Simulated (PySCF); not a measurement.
Zero-point energy (kcal/mol) of eight silicon and germanium compounds: PBE-D3(BJ) beside PBE0-D3(BJ), computed with PySCF for isolated molecules in the bases named; differences from unrounded values. The eight are the first of their class met in an unordered collection, after screening for sound electronic states; none was chosen by its value. Each level has its own optimised geometry.

| molecule | basis | PBE0-D3(BJ) |
|---|---|---|
| BFH4O3Si, SMILES OB(O)O[SiH2]F | def2-SVP | 37.90 |
| Ge2H6O, SMILES [GeH3][O][GeH3] | def2-SVP | 31.98 |
| Si(H)(F)(Br)(NH2) (BrFH₃NSi), SMILES N[SiH](Br)F | def2-SVP | 24.57 |
| CH4BrFOSi, SMILES C[Si](Br)(O)F | def2-SVP | 35.00 |
| C₄H₉FSi, SMILES CC[SiH2]/C=C\F | def2-SVP | 73.98 |
| siletan-1-amine (C3H9NSi), SMILES N[SiH]1CCC1 | def2-SVP | 73.33 |
| Si(Cl)3(SeH) (Cl3HSeSi), SMILES Cl[Si](Cl)(Cl)[SeH] | def2-SVP | 8.91 |
| ClGe2H5, SMILES [Cl][GeH2][GeH3] | def2-SVP | 25.50 |

Estimate the PBE-D3(BJ) values and say how PBE-D3(BJ) differs from PBE0-D3(BJ) over the set. (Estimate from the structure and the level; the computed values follow.)


```
molecule                                             PBE-D3(BJ)  difference
---------------------------------------------------  ----------  ----------
BFH4O3Si, SMILES OB(O)O[SiH2]F                            36.49       -1.41
Ge2H6O, SMILES [GeH3][O][GeH3]                            30.72       -1.26
Si(H)(F)(Br)(NH2) (BrFH₃NSi), SMILES N[SiH](Br)F          23.75       -0.82
CH4BrFOSi, SMILES C[Si](Br)(O)F                           33.88       -1.12
C₄H₉FSi, SMILES CC[SiH2]/C=C\F                            71.54       -2.44
siletan-1-amine (C3H9NSi), SMILES N[SiH]1CCC1             71.06       -2.27
Si(Cl)3(SeH) (Cl3HSeSi), SMILES Cl[Si](Cl)(Cl)[SeH]        8.55       -0.37
ClGe2H5, SMILES [Cl][GeH2][GeH3]                          24.52       -0.98
```
PBE-D3(BJ) lies below PBE0-D3(BJ) in 8 and above it in 0 of the eight; the mean signed difference is -1.33 and the largest -2.44 kcal/mol.
